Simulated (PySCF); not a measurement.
1-bromocyclobutene (C4H5Br), SMILES C1CCC=1Br.

Coordinates come from a PBE-D3(BJ)/def2-SVP optimisation.

Calculation: PySCF with PBE/def2-TZVP.

### Question
Estimate the frontier levels, gap, dipole moment and polarisability. (The exact figures need the calculation; the answer reports its results.)

### Answer

```
Quantity                                                                                                       Result
---------------------------------------------------------------------------------------------  ----------------------
highest occupied level                                                                                       -5.88 eV
lowest empty level                                                                                           -1.05 eV
orbital gap                                                                                                   4.83 eV
dipole moment                                                                                                  1.71 D
quadrupole, principal values (traceless, Buckingham form, about the centre of nuclear charge)   -2.60, 0.45, 2.15 D·Å
mean static polarisability                                                                      68.4 bohr³ (10.14 Å³)
polarisability, principal values                                                               47.9, 63.0, 94.4 bohr³
```
